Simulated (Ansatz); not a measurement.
Basis-set extrapolation for C$_{3}$H$_{8}$BClOS (`CC(C)OB(S)Cl`) (PBE0-D4/def2-TZVP geometry, frozen core, Ansatz). Multiplicity 1, RHF reference.

|  | def2-TZVPP | def2-QZVPP |
| --- | --- | --- |
| HF | -1075.082330 | -1075.116163 |
| MP2 correlation | -1.221169 | -1.314520 |
| CCSD(T) correlation | -1.343457 | not run |

Energies in hartree. Use E(X) = E(∞) + A·exp(−7.88·√X) for Hartree–Fock and E(X) = E(∞) + B·X^(−2.97) for correlation, with X = 3 and 4, and add CCSD(T) minus MP2 of the smaller set to the MP2 limit.

Q: What is the CCSD(T) energy at the basis-set limit?

A: HF limit: -1075.116163 + (-0.033833) × 0.13774 = -1075.12082. MP2 limit: -1.314520 + (-0.093351) × 0.74074 = -1.38367. Higher-order term: -1.343457 − (-1.221169) = -0.12229. Total: -1076.62678 hartree, 527.7 kJ/mol below CCSD(T)/def2-TZVPP.
